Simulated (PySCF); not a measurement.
CH5Si, SMILES [SiH2]C, multiplicity 2.

Coordinates come from a TPSSh-D3(BJ)/def2-TZVP optimisation. The isomer is the one that the SMILES or the coordinates give; other isomers of the formula were not compared.

Two levels are set side by side: PBE/def2-TZVPD (PySCF) and PBE0/def2-TZVPD (PySCF). Same geometry, gas phase. Differences are taken from unrounded values.

```
quantity                      PBE
---------------------------  ----
α-spin orbital gap (eV)      4.32
β-spin orbital gap (eV)      4.87
dipole moment (D)            0.94
mean polarisability (bohr³)  48.4
```

Q: These are the PBE values. What does PBE0 give? (The exact figures need the calculation; the answer reports its results.)

A: 
| quantity | PBE0 | PBE minus PBE0 |
|---|---|---|
| α-spin orbital gap (eV) | 6.07 | -1.75 |
| β-spin orbital gap (eV) | 7.10 | -2.23 |
| dipole moment (D) | 0.90 | 0.04 |
| mean polarisability (bohr³) | 46.6 | 1.8 |

Loosely held outer electrons make PBE densities more polarisable. Differences between two approximate levels are no errors against the true value.

Rough cost on one machine, each run with all the roots and properties that it gave: PBE0 against PBE within a factor of 2.
